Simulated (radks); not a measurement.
Spherical quantum dot in the effective-mass picture: electrons in a hard-walled sphere of radius 11, with a point charge +2 (a donor) at the centre, all in effective atomic units (hartree* = m*/eps^2 hartree, bohr* = eps/m* bohr), one dielectric constant everywhere. Method: non-relativistic Kohn-Sham, LDA (Slater exchange, Perdew-Wang correlation), spin-polarised, spherical densities; computed with a radial shooting solver with Libxc functionals. Levels are named by radial order and angular momentum (1s, 1p, 1d, 2s, ...), and open shells are averaged over m.

N = 34, configuration 1s2 1p6 1d10 2s2 1f14. This is the lowest configuration that the search found (a dilute case). Occupied and some empty levels:

level,occupation,eigenvalue (hartree*),<r> (bohr*)
1s,2,3.1324,0.9613
2s,2,3.3887,8.687
1p,6,3.4027,8.718
1d,10,3.4303,8.771
1f,14,3.4710,8.832
1g,0,3.5242,8.896
2p,0,3.7164,5.823
2d,0,3.7889,6.491

Energy (hartree*): total 54.0138, kinetic 10.588, external -14.029, Hartree 64.456, exchange-correlation -7.0015. Static polarisability (adiabatic kernel): 944.6 bohr*^3.

Electron density:

r (bohr*),n(r) (e/bohr*^3)
0.616,0.3494
1.44,0.02538
2.25,0.002418
3.07,0.0003011
3.89,0.0001441
4.71,0.0003284
5.53,0.0008898
6.35,0.002233
7.17,0.004939
7.99,0.009091
8.80,0.01245
9.62,0.01005
10.4,0.002432
